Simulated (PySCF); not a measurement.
Ligand exchange on a metal centre used in film growth or etching (Y Cl-NH2). Isolated molecules, 0 K electronic values unless said otherwise. One relaxed conformer stands for each flexible species; it need not be the lowest.

These are B3LYP-D3(BJ)/def2-TZVP // PBE-D3(BJ)/def2-SVP (PySCF 2.14.0) values and carry that method's errors. B3LYP has the VWN-RPA correlation part, as in Gaussian. 

```
species                                    HOMO (eV)  LUMO (eV)  charge on the central atom (Mulliken) (e)
-----------------------------------------  ---------  ---------  -----------------------------------------
0 of 3 Cl replaced by NH2 ([Y(Cl)3])           -8.83      -3.28                                       1.24
1 of 3 Cl replaced by NH2 ([Y(Cl)2(NH2)])      -7.42      -2.61                                       1.29
2 of 3 Cl replaced by NH2 ([Y(Cl)(NH2)2])      -6.75      -2.00                                       1.35
3 of 3 Cl replaced by NH2 ([Y(NH2)3])          -6.06      -1.45                                       1.41
```
